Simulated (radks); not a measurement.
Initial-state core-level shifts of the neodymium ion Nd+ when its valence configuration changes from [Xe] 4f4 6s1. All-electron calculation, scalar-relativistic Kohn-Sham, LDA (Slater exchange, Perdew-Wang correlation), spin-polarised, spherical densities, finite nucleus; open shells are filled with parallel spins first (spin-orbit coupling, left out, can overturn this in heavy ions); Fermi nuclear charge, rms radius 4.9123 fm. Program: a radial shooting solver on a logarithmic mesh with Libxc functionals. Shifts are changes of the shell-averaged eigenvalues in eV (positive: less bound); the change of the density at the nucleus, which sets a Mossbauer isomer shift, is in e/bohr^3, on a base of 4.705e+05.

\begin{tabular}{lrrrrr}
valence & 2s & 2p & 3p & 4p & density at nucleus \\ \hline
4f3 6s1 6p1 & -10.421 & -10.320 & -11.302 & -10.605 & +30.83 \\
4f3 6s2 & -9.400 & -9.302 & -10.276 & -9.586 & +58.30 \\
4f2 6s1 6p2 & -22.664 & -22.429 & -24.688 & -22.803 & +69.93 \\
4f2 5d1 6s2 & -17.808 & -17.585 & -19.899 & -18.074 & +91.18 \\
4f5 & +6.336 & +6.274 & +6.891 & +6.607 & -39.98 \\
4f4 5d1 & +1.806 & +1.805 & +1.741 & +1.775 & -25.95 \\
4f4 6p1 & -1.117 & -1.117 & -1.100 & -1.114 & -24.63 \\
4f3.5 6s1 6p0.5 & -4.934 & -4.888 & -5.336 & -5.048 & +14.11 \\
4f4.5 6p0.5 & +3.105 & +3.068 & +3.441 & +3.244 & -33.84 \\
\end{tabular}
